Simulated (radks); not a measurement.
The mean radii <r> (bohr) of the occupied orbitals of an atom or ion are listed with their occupations. All-electron calculation, scalar-relativistic Kohn-Sham, PBE, spin-polarised, spherical densities, finite nucleus; Fermi nuclear charge, rms radius of each element as measured or else 0.836 A^(1/3) + 0.57 fm. Program: a radial shooting solver on a logarithmic mesh with Libxc functionals.

orbital  occ.      <r>
1s          2  0.01687
2s          2  0.07098
2p          6  0.06405
3s          2   0.1802
3p          6   0.1803
3d         10   0.1622

Name the element and its charge. Open shells, if any, are filled with parallel spins first.

Answer. Z = 79, gold, charge +51: Au51+ in [Ar] 3d10. The 1s radius gives Z: for a bare nucleus <r> = (2 gamma + 1)/(2Z) with gamma = sqrt(1 - (Z/c)^2), 0.01667 bohr for Z = 79, and screening makes it slightly larger (0.01687 here). The occupations add up to 28, and the charge is Z minus that.
